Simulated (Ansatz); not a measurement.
Ideal-gas functions of F5V (`[F][V]([F])([F])([F])[F]`) at 800 K and 1 bar, from an Ansatz frequency run at PBE0-D4/def2-TZVP.

Molar mass 145.93 g/mol, point group D3h (symmetry number 6), electronic degeneracy 1, moments of inertia 163.851, 196.056, 196.365 u Å². Harmonic wavenumbers (cm⁻¹, unscaled): 111, 113, 285, 285, 342, 347, 348, 623, 754, 790, 834, 834.

Use S(trans) = R[1.5 ln M + 2.5 ln T − 1.1517]; rotational temperatures θ = 24.2544 K / I; S(rot) = R[ln(√π/σ · √(T³/θAθBθC)) + 1.5]; for each mode x = 1.438777 ν̃/T, S = R[x/(eˣ − 1) − ln(1 − e⁻ˣ)] and H = RT x/(eˣ − 1); 1 cm⁻¹ = 0.0119627 kJ/mol; R = 8.31446 J/(mol·K).

Task: By hand: the entropy, in J/(mol·K).

Result: Translation 191.5. Rotation: θ = 0.148, 0.1237, 0.1235 K, giving 111.0. Vibration, mode by mode: 21.73, 21.58, 13.96, 13.96, 12.49, 12.37, 12.35, 7.79, 6.39, 6.06, 5.68, 5.68, in all 140.0. Electronic 0.0. Sum 442.5 J/(mol·K).

Task: By hand: H − E and G − E in kJ/mol, counted from the electronic energy.

Result: Zero-point energy ½ × 5666 × 0.0119627 = 33.9; thermal vibration 52.1; translation, rotation and pV give 4 RT = 26.6. H − E = 112.6 kJ/mol, and G − E = 112.6 − 800 × 442.5/1000 = -241.4 kJ/mol.

Vibration gives 32 % of the entropy, 43.3 J/(mol·K) of it from the modes under 150 cm⁻¹: soft modes count most, and the harmonic formula is weakest for them.
